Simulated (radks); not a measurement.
Charge is removed step by step from the 1s1/2 level of Li+, starting from [He]. Level of theory: Dirac Kohn-Sham, BLYP, spin-unpolarised, spherical densities, finite nucleus; Fermi nuclear charge, rms radius 2.444 fm (a radial shooting solver on a logarithmic mesh with Libxc functionals). At the starting occupation the eigenvalue is -60.719 eV. Estimate the energy to remove one whole electron from this level, the eigenvalue at the end, and how far E(n) bends from a straight line.

Answer. Delta-SCF 79.607 eV; final eigenvalue -99.292 eV; the deviation from the straight line is -4.833 eV at 0.5 electron removed, the largest on the grid computed. Slater's transition state (half an electron removed) gives 79.404 eV. Integrating minus the eigenvalue over the occupation (Janak's theorem) gives 79.607 eV. The mean slope of the eigenvalue, de/dn, is 38.6 eV per electron. Ionisation energy of Li+ in the NIST Atomic Spectra Database: 75.640 eV (theoretical).

Beside tabulated values, note that spin-unpolarised runs miss the spin-polarisation part of the exchange energy of open shells.
